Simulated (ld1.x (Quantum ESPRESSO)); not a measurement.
**F: excitation energies, all-electron against TM**

* Element: F
* Generator: ld1.x (Quantum ESPRESSO) 7.5
* Type: norm-conserving Troullier–Martins (Kleinman–Bylander form)
* Functional: PBE
* Relativity: scalar-relativistic
* Frozen core: [He]
* Valence charge: 7
* Reference configuration: 2s2 2p5
* Partial waves: 2p (bound): rc 1.00 bohr; 3d channel at 0.45 Ry: rc 0.80 bohr; 2s (bound): rc 0.80 bohr
* Local potential: the s channel
* Core correction: Bessel-smoothed model core inside 0.65 bohr

Energies are relative to the spin-unpolarised reference configuration 2s2 2p5; without spin polarisation the order of configurations can differ from experiment.

| valence configuration | charge | ΔE all-electron (eV) | error AE − PS (meV) |
| --- | --- | --- | --- |
| 2s2 2p3 | +2 | 57.775 | +34 |
| 2s2 2p2 | +3 | 118.413 | +180 |
| 2s2 2p5.3 | -0.3 | -2.670 | +0.3 |
| 2s1 2p5 | +1 | 38.493 | +0.5 |
| 2s2 2p4.5 | +0.5 | 7.543 | -0.3 |

Problem. What are ΔE and the potential's error for 2s1 2p6?

Solution. ΔE = 18.814 eV all-electron; the error (AE − PS) is +18 meV.

Problem. What are ΔE and the potential's error for 2s2 2p4?

Solution. ΔE = 19.390 eV all-electron; the error (AE − PS) is +1.7 meV.

Levels in the configuration 2s2 2p4:

```csv
level,all-electron (eV),pseudo (eV)
2s,-47.388,-47.402
2p,-28.309,-28.298
```
